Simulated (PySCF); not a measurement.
How methods differ on the excitation energy of Cl⁺

Cl⁺ [Ne] 3s2 3p4 (3P) → Cl⁺ [Ne] 3s1 3p5 (3P), as a difference of total energies. Calculation: PySCF 2.14, in ANO-RCC-VTZP (5s4p2d1f, 34 functions); scalar relativity by spin-free X2C-1e. Correlated levels: valence: [Ne] frozen. The calculations carry no spin-orbit coupling.

```
           method  excitation energy (cm⁻¹)
              UHF                    116770
    MP2 (valence)                    106080
SCS-MP2 (valence)                    104760
   CCSD (valence)                     97842
CCSD(T) (valence)                     94785
  CCSDT (valence)                     94663
```

Errors of the correlated levels include the incompleteness of this basis and the frozen core.

The coupled-cluster amplitudes are large for the upper state (T1 above 0.03 or a double amplitude above 0.15), so a single reference is strained.

For comparison: 93343 cm⁻¹ (measured; NIST levels, between the centres of gravity of the two terms).
